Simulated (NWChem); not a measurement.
System: C3H3Cl2F; SMILES C/C(Cl)=C(\F)Cl

The following NWChem deck was run.

```
start job
memory heap 200 mb stack 900 mb global 1100 mb
geometry units angstroms noautoz
  C     -1.670404     1.486896     0.000000
  C     -0.421606     0.674072     0.000000
  Cl     1.065179     1.551712     0.000000
  C     -0.406815    -0.665958     0.000000
  F     -1.536748    -1.357071     0.000000
  Cl     0.983385    -1.655023     0.000000
  H     -2.555857     0.838774     0.000000
  H     -1.704259     2.136903     0.888369
  H     -1.704259     2.136903    -0.888369
end
basis spherical
  * library def2-svp
end
dft
  xc m06-2x
  iterations 150
  mulliken
end
task dft gradient
```

NWChem printed, in part:

```
             Northwest Computational Chemistry Package (NWChem) 7.3.0
             --------------------------------------------------------

 CS  symmetry detected

                             Geometry "geometry" -> ""
                             -------------------------

 Output coordinates in angstroms (scale by  1.889725989 to convert to a.u.)

  No.       Tag          Charge          X              Y              Z
 ---- ---------------- ---------- -------------- -------------- --------------
    1 C                    6.0000    -1.69231833     1.46078511     0.00000000
    2 C                    6.0000    -0.43188247     0.66612750     0.00000000
    3 Cl                  17.0000     1.04203945     1.56520247     0.00000000
    4 C                    6.0000    -0.39769090    -0.67354787     0.00000000
    5 F                    9.0000    -1.51749892    -1.38094858     0.00000000
    6 Cl                  17.0000     1.00668392    -1.64238067     0.00000000
    7 H                    1.0000    -2.56829444     0.79991069     0.00000000
    8 H                    1.0000    -1.73558115     2.11023380     0.88836900
    9 H                    1.0000    -1.73558115     2.11023380    -0.88836900

 Effective nuclear repulsion energy (a.u.)     350.9495876828

      Symmetry information
      --------------------

 Group name             Cs
 Group number              2
 Group order               2
 No. of unique centers     8

                                 NWChem DFT Module
                                 -----------------

 Summary of "ao basis" -> "ao basis" (spherical)
 ------------------------------------------------------------------------------
       Tag                 Description            Shells   Functions and Types
 ---------------- ------------------------------  ------  ---------------------
 C                          def2-svp                 6       14   3s2p1d
 Cl                         def2-svp                 8       18   4s3p1d
 F                          def2-svp                 6       14   3s2p1d
 H                          def2-svp                 3        5   2s1p

      Symmetry analysis of basis
      --------------------------

        a'         75
        a"         32

            General Information
            -------------------
          SCF calculation type: DFT
          Wavefunction type:  closed shell.
          No. of atoms     :     9
          No. of electrons :    64
           Alpha electrons :    32
            Beta electrons :    32
          Charge           :     0
          Spin multiplicity:     1
          Use of symmetry is: on ; symmetry adaption is: on
          Maximum number of iterations: 150
          AO basis - number of functions:   107
                     number of shells:    49
          Convergence on energy requested:  1.00D-06
          Convergence on density requested:  1.00D-05
          Convergence on gradient requested:  5.00D-04

              XC Information
              --------------
                       M06-2X Method XC Functional
                     Hartree-Fock (Exact) Exchange  0.540
                        M06-2X Exchange Functional  1.000
                      M06-2X Correlation Potential  1.000

             Grid Information
             ----------------
          Grid used for XC integration:  medium
          Radial quadrature: Mura-Knowles
          Angular quadrature: Lebedev.
          Tag              B.-S. Rad. Rad. Pts. Rad. Cut. Ang. Pts.
          ---              ---------- --------- --------- ---------
          C                   0.70       49          10.0       434
          Cl                  1.00       88          12.0       590
          F                   0.50       49          10.0       434
          H                   0.35       45          11.0       434
          Grid pruning is: on
          Number of quadrature shells:   462
          Spatial weights used:  Erf1

      Superposition of Atomic Density Guess
      -------------------------------------

 Sum of atomic energies:       -1132.31181838

      Non-variational initial energy
      ------------------------------

 Total energy =   -1134.924822
 1-e energy   =   -2261.054258
 2-e energy   =     775.179849
 HOMO         =      -0.214059
 LUMO         =       0.087823

      Symmetry analysis of molecular orbitals - initial
      -------------------------------------------------

  Numbering of irreducible representations:

     1 a'          2 a"

  Orbital symmetries:

     1 a'          2 a'          3 a'          4 a'          5 a'
     6 a'          7 a'          8 a'          9 a'         10 a'
    11 a'         12 a"         13 a'         14 a"         15 a'
    16 a'         17 a'         18 a'         19 a'         20 a'
    21 a'         22 a"         23 a'         24 a'         25 a"
    26 a'         27 a'         28 a"         29 a"         30 a'
    31 a'         32 a"         33 a"         34 a'         35 a'
    36 a'         37 a'         38 a"         39 a'         40 a'
    41 a'         42 a'

     ---------------------------------------------
      Total Density - Mulliken Population Analysis
     ---------------------------------------------

    Atom       Charge   Shell Charges
 -----------   ------   -------------------------------------------------------
    1 C    6     6.16   1.99  0.96  0.14  2.06  0.99  0.03
    2 C    6     6.14   1.99  0.95  0.21  1.85  1.10  0.05
    3 Cl  17    17.19   2.00  1.99  1.22  0.71  5.94  2.12  3.18  0.03
    4 C    6     5.27   1.99  0.89  0.17  1.52  0.62  0.08
    5 F    9     9.35   1.99  1.14  0.76  3.42  2.03  0.01
    6 Cl  17    17.20   2.00  1.99  1.22  0.71  5.94  2.12  3.19  0.03
    7 H    1     0.90   0.67  0.21  0.03
    8 H    1     0.90   0.67  0.20  0.03
    9 H    1     0.90   0.67  0.20  0.03

   convergence    iter        energy       DeltaE   RMS-Dens  Diis-err
 ---------------- ----- ----------------- --------- --------- ---------
 d= 0,ls=0.0,diis     1  -1135.6685925414 -1.49D+03  1.31D-02  8.08D-01
 d= 0,ls=0.0,diis     2  -1135.6621530950  6.44D-03  7.67D-03  9.79D-01
 d= 0,ls=0.0,diis     3  -1135.7691704014 -1.07D-01  1.04D-03  1.14D-02
 d= 0,ls=0.0,diis     4  -1135.7704381172 -1.27D-03  3.49D-04  1.45D-03
 d= 0,ls=0.0,diis     5  -1135.7705780047 -1.40D-04  1.42D-04  2.59D-04
  Resetting Diis
 d= 0,ls=0.0,diis     6  -1135.7706102090 -3.22D-05  4.15D-05  1.71D-05
 d= 0,ls=0.0,diis     7  -1135.7706122856 -2.08D-06  1.76D-05  1.28D-06
 d= 0,ls=0.0,diis     8  -1135.7706122913 -5.62D-09  9.18D-06  1.53D-06

         Total DFT energy =    -1135.770612291251
      One electron energy =    -2263.155753422401
           Coulomb energy =      860.675944693496
    Exchange-Corr. energy =      -84.240391245161
 Nuclear repulsion energy =      350.949587682814

 Numeric. integr. density =       64.000002367834

                  Occupations of the irreducible representations
                  ----------------------------------------------

                     irrep           alpha         beta
                     --------     --------     --------
                     a'               25.0         25.0
                     a"                7.0          7.0

                       DFT Final Molecular Orbital Analysis
                       ------------------------------------

 Vector   30  Occ=2.000000D+00  E=-4.085303D-01  Symmetry=a"
              MO Center=  7.5D-01,  4.8D-01, -1.3D-12, r^2= 3.9D+00
   Bfn.  Coefficient  Atom+Function         Bfn.  Coefficient  Atom+Function
  ----- ------------  ---------------      ----- ------------  ---------------
    41      0.474226  3 Cl pz                38      0.366566  3 Cl pz
    87     -0.363883  6 Cl pz                84     -0.281196  6 Cl pz
    35      0.209103  3 Cl pz                81     -0.159714  6 Cl pz
     6     -0.118716  1 C  pz                20      0.107893  2 C  pz
    23      0.106483  2 C  pz                98     -0.090457  8 H  s

 Vector   31  Occ=2.000000D+00  E=-3.779290D-01  Symmetry=a'
              MO Center=  8.2D-01,  9.0D-01, -1.2D-15, r^2= 3.2D+00
   Bfn.  Coefficient  Atom+Function         Bfn.  Coefficient  Atom+Function
  ----- ------------  ---------------      ----- ------------  ---------------
    40      0.466785  3 Cl py                37      0.352160  3 Cl py
    39     -0.337567  3 Cl px                36     -0.245942  3 Cl px
    85      0.202871  6 Cl px                34      0.200381  3 Cl py
    86      0.195106  6 Cl py                83      0.165138  6 Cl py
    82      0.154786  6 Cl px                33     -0.140130  3 Cl px

[...]

                         DFT ENERGY GRADIENTS

    atom               coordinates                        gradient
                 x          y          z           x          y          z
   1 C      -3.198018   2.760484   0.000000    0.004132  -0.002111   0.000000
   2 C      -0.816140   1.258798   0.000000   -0.000886   0.006040   0.000000
   3 Cl      1.969169   2.957804   0.000000   -0.001551  -0.000930   0.000000
   4 C      -0.751527  -1.272821   0.000000    0.002018  -0.005987   0.000000
   5 F      -2.867657  -2.609614   0.000000    0.000290  -0.000103   0.000000
   6 Cl      1.902357  -3.103649   0.000000   -0.001918   0.001481   0.000000
   7 H      -4.853373   1.511612   0.000000   -0.000849  -0.000054   0.000000
   8 H      -3.279773   3.987764   1.678774   -0.000618   0.000833   0.000718
   9 H      -3.279773   3.987764  -1.678774   -0.000618   0.000833  -0.000718
```

Level: M06-2X/def2-SVP. The geometry was optimised at PBE0/def2-SVP.
